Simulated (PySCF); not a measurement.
C₄H₄OSe, SMILES O=C[C@@H]1C=C[Se]1. Geometry optimised at ωB97X-D3(BJ)/def2-SVP. The structure was generated by enumeration; whether it is a known compound was not checked. The values are those of a single conformer.

Q: Give the equilibrium geometry at ωB97X-D3(BJ)/def2-SVP (PySCF confirms it by a frequency run) as bond lengths and angles. (An estimate is asked for; the answer gives what the named calculation found.)

A: Several could match; the one computed here: 
Atoms: O1 C2 C3 C4 C5 Se6 H7 H8 H9 H10. Bonds (Å): O1–C2 1.203, C2–C3 1.507, C2–H7 1.120, C3–C4 1.507, C3–Se6 1.999, C3–H8 1.102, C4–C5 1.338, C4–H9 1.093, C5–Se6 1.916, C5–H10 1.092. Bond angles (°): O1–C2–C3 123.9, O1–C2–H7 121.4, C3–C2–H7 114.7, C2–C3–C4 116.8, C2–C3–Se6 110.9, C2–C3–H8 111.2, C4–C3–Se6 89.6, C4–C3–H8 116.1, Se6–C3–H8 110.2, C3–C4–C5 102.6, C3–C4–H9 127.3, C5–C4–H9 130.1, C4–C5–Se6 98.6, C4–C5–H10 133.0, Se6–C5–H10 128.3, C3–Se6–C5 69.1.
Charge 0, spin multiplicity 1.
